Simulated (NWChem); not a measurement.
Program: NWChem. System: F₄Se, charge 0, spin multiplicity 1, at a geometry optimised with B3LYP/def2-SVP. The structure started from a generated list of species. Level: RHF/def2-TZVP.

The NWChem input:

```
start mol
memory heap 200 mb stack 900 mb global 1100 mb
geometry units angstroms nocenter noautoz
  Se     0.000000     0.000000    -0.324259
  F      0.000000    -1.320038     0.784360
  F      1.785407     0.000000    -0.171871
  F      0.000000     1.320038     0.784360
  F     -1.785407     0.000000    -0.171871
  symmetry group C2v
end
basis spherical
  * library def2-tzvp
end
scf
  rhf
  nopen 0
  maxiter 100
  thresh 1e-7
  semidirect memsize 60000000 filesize 0
end
task scf energy
```

Part of the output:

```
             Northwest Computational Chemistry Package (NWChem) 7.3.0
             --------------------------------------------------------

                                NWChem Input Module
                                -------------------

 Scaling coordinates for geometry "geometry" by  1.889725989
 (inverse scale =  0.529177249)

 Turning off AUTOSYM since
 SYMMETRY directive was detected!

                             Geometry "geometry" -> ""
                             -------------------------

 Output coordinates in angstroms (scale by  1.889725989 to convert to a.u.)

  No.       Tag          Charge          X              Y              Z
 ---- ---------------- ---------- -------------- -------------- --------------
    1 Se                  34.0000     0.00000000     0.00000000    -0.32425900
    2 F                    9.0000     0.00000000    -1.32003800     0.78436000
    3 F                    9.0000     1.78540700     0.00000000    -0.17187100
    4 F                    9.0000     0.00000000     1.32003800     0.78436000
    5 F                    9.0000    -1.78540700     0.00000000    -0.17187100

 Effective nuclear repulsion energy (a.u.)     467.7654485966

            Nuclear Dipole moment (a.u.)
            ----------------------------
        X                 Y               Z
 ---------------- ---------------- ----------------
     0.0000000000     0.0000000000    -0.0000075589

      Symmetry information
      --------------------

 Group name             C2v
 Group number             16
 Group order               4
 No. of unique centers     3

      Symmetry unique atoms

     1    2    3


 Summary of "ao basis" -> "" (spherical)
 ------------------------------------------------------------------------------
       Tag                 Description            Shells   Functions and Types
 ---------------- ------------------------------  ------  ---------------------
 *                         def2-tzvp                  on all atoms

 Summary of "ao basis" -> "ao basis" (spherical)
 ------------------------------------------------------------------------------
       Tag                 Description            Shells   Functions and Types
 ---------------- ------------------------------  ------  ---------------------
 Se                        def2-tzvp                16       48   6s5p4d1f
 F                         def2-tzvp                11       31   5s3p2d1f

                                 NWChem SCF Module
                                 -----------------

  ao basis        = "ao basis"
  functions       =   172
  atoms           =     5
  closed shells   =    35
  open shells     =     0
  charge          =   0.00
  wavefunction    = RHF
  use symmetry    = T
  symmetry adapt  = T

 Summary of "ao basis" -> "ao basis" (spherical)
 ------------------------------------------------------------------------------
       Tag                 Description            Shells   Functions and Types
 ---------------- ------------------------------  ------  ---------------------
 Se                        def2-tzvp                16       48   6s5p4d1f
 F                         def2-tzvp                11       31   5s3p2d1f

      Symmetry analysis of basis
      --------------------------

        a1         63
        a2         25
        b1         42
        b2         42

 Forming initial guess at       0.2s

      Superposition of Atomic Density Guess
      -------------------------------------

 Sum of atomic energies:       -2797.47884005
[...]
    4  -54.5089
    5  -54.5074
    6  -26.3754
    7  -26.3754
    8  -26.3014
    9  -26.3014
   10   -9.1699
   11   -6.9006
   12   -6.8993
   13   -6.8948
   14   -2.8966
   15   -2.8917
   16   -2.8886
   17   -2.8846
   18   -2.8840
   19   -1.6904
   20   -1.6489
   21   -1.5899
   22   -1.5798
   23   -1.0211
   24   -0.8003
   25   -0.7981
   26   -0.7805
   27   -0.7444
   28   -0.7085
   29   -0.7055
   30   -0.7041
   31   -0.6509
   32   -0.6480
   33   -0.6461
   34   -0.6419
   35   -0.5226
   36    0.0236
   37    0.1063
   38    0.1541
   39    0.2858
   40    0.2925
   41    0.3391
   42    0.4404
   43    0.4684
   44    0.4842
   45    0.4973

                       ROHF Final Molecular Orbital Analysis
                       -------------------------------------

 Vector   33  Occ=2.000000D+00  E=-6.460665D-01  Symmetry=b1
              MO Center=  4.2D-14,  1.9D-14,  1.4D-02, r^2= 3.5D+00
   Bfn.  Coefficient  Atom+Function         Bfn.  Coefficient  Atom+Function
  ----- ------------  ---------------      ----- ------------  ---------------
    87      0.284995  3 F  pz               149     -0.284995  5 F  pz
    90      0.253406  3 F  pz               152     -0.253406  5 F  pz
    54     -0.176359  2 F  px               116     -0.176359  4 F  px
    57     -0.160078  2 F  px               119     -0.160078  4 F  px
    93      0.158938  3 F  pz               155     -0.158938  5 F  pz

 Vector   34  Occ=2.000000D+00  E=-6.418887D-01  Symmetry=a2
              MO Center= -1.3D-15,  3.3D-14,  4.1D-03, r^2= 3.5D+00
   Bfn.  Coefficient  Atom+Function         Bfn.  Coefficient  Atom+Function
  ----- ------------  ---------------      ----- ------------  ---------------
    86      0.314430  3 F  py               148     -0.314430  5 F  py
    89      0.279935  3 F  py               151     -0.279935  5 F  py
    92      0.174941  3 F  py               154     -0.174941  5 F  py
    54      0.166418  2 F  px               116     -0.166418  4 F  px
    57      0.150879  2 F  px               119     -0.150879  4 F  px

 Vector   35  Occ=2.000000D+00  E=-5.226434D-01  Symmetry=a1
              MO Center=  1.1D-13, -6.5D-15, -4.7D-01, r^2= 2.6D+00
   Bfn.  Coefficient  Atom+Function         Bfn.  Coefficient  Atom+Function
  ----- ------------  ---------------      ----- ------------  ---------------
     6      0.416055  1 Se s                  5      0.349021  1 Se s
    18     -0.288093  1 Se pz                85      0.219916  3 F  px
   147     -0.219916  5 F  px                88      0.204280  3 F  px
   150     -0.204280  5 F  px                 4     -0.185200  1 Se s
    12      0.185306  1 Se pz                15     -0.175597  1 Se pz

 Vector   36  Occ=0.000000D+00  E= 2.361820D-02  Symmetry=b2
              MO Center=  1.2D-14, -2.5D-14, -5.5D-01, r^2= 2.6D+00
   Bfn.  Coefficient  Atom+Function         Bfn.  Coefficient  Atom+Function
  ----- ------------  ---------------      ----- ------------  ---------------
    20      0.734570  1 Se py                17      0.483806  1 Se py
    53      0.297727  2 F  s                115     -0.297727  4 F  s
    11     -0.267665  1 Se py                14      0.245019  1 Se py
    62     -0.175709  2 F  pz               124      0.175709  4 F  pz

 Vector   37  Occ=0.000000D+00  E= 1.063086D-01  Symmetry=a1
              MO Center= -2.4D-15, -5.4D-16, -1.5D-01, r^2= 3.2D+00
   Bfn.  Coefficient  Atom+Function         Bfn.  Coefficient  Atom+Function
  ----- ------------  ---------------      ----- ------------  ---------------
     6      1.019991  1 Se s                 21      0.953038  1 Se pz
    53     -0.522746  2 F  s                115     -0.522746  4 F  s
     5      0.420654  1 Se s                 18      0.393772  1 Se pz
    61     -0.316663  2 F  py               123      0.316663  4 F  py
     4     -0.253905  1 Se s                 84     -0.246776  3 F  s

 Vector   38  Occ=0.000000D+00  E= 1.541335D-01  Symmetry=b1
              MO Center=  5.2D-14,  3.9D-16, -6.1D-01, r^2= 3.6D+00
   Bfn.  Coefficient  Atom+Function         Bfn.  Coefficient  Atom+Function
  ----- ------------  ---------------      ----- ------------  ---------------
    19      1.329751  1 Se px                84     -0.714540  3 F  s
   146      0.714540  5 F  s                 16      0.520544  1 Se px
    91      0.317591  3 F  px               153      0.317591  5 F  px
    10     -0.262761  1 Se px                13      0.245355  1 Se px
    60     -0.183889  2 F  px               122     -0.183889  4 F  px

 center of mass
 --------------
 x =   0.00000000 y =   0.00000000 z =  -0.02826865

 moments of inertia (a.u.)
 ------------------
         353.433144340962           0.000000000000           0.000000000000
           0.000000000000         549.527903255185           0.000000000000
           0.000000000000           0.000000000000         668.971068464716

  Mulliken analysis of the total density
  --------------------------------------

    Atom       Charge   Shell Charges
 -----------   ------   -------------------------------------------------------
    1 Se  34    32.56   2.00  2.00  1.17  0.77  1.13  0.73  6.00  5.92  0.69  1.34  0.13  9.01  1.03  0.24  0.25  0.14
    2 F    9     9.29   0.77  1.20  0.60  1.03  0.33  2.21  2.28  0.86  0.00  0.01  0.00
    3 F    9     9.43   0.77  1.20  0.60  1.01  0.36  2.22  2.28  0.96  0.00  0.01  0.00
    4 F    9     9.29   0.77  1.20  0.60  1.03  0.33  2.21  2.28  0.86  0.00  0.01  0.00
    5 F    9     9.43   0.77  1.20  0.60  1.01  0.36  2.22  2.28  0.96  0.00  0.01  0.00

       Multipole analysis of the density wrt the origin
       ------------------------------------------------

     L   x y z        total         open         nuclear
     -   - - -        -----         ----         -------
     0   0 0 0     -0.000000      0.000000     70.000000

     1   1 0 0     -0.000000      0.000000      0.000000
     1   0 1 0     -0.000000      0.000000      0.000000
     1   0 0 1     -0.846997      0.000000     -0.000008

     2   2 0 0    -34.094277      0.000000    204.901267
     2   1 1 0     -0.000000      0.000000      0.000000
     2   1 0 1      0.000000      0.000000      0.000000
     2   0 2 0    -27.755735      0.000000    112.006453
     2   0 1 1     -0.000000      0.000000      0.000000
     2   0 0 2    -26.624720      0.000000     54.210817

 Task  times  cpu:       11.0s     wall:       11.0s

 Total times  cpu:       11.0s     wall:       11.0s
```
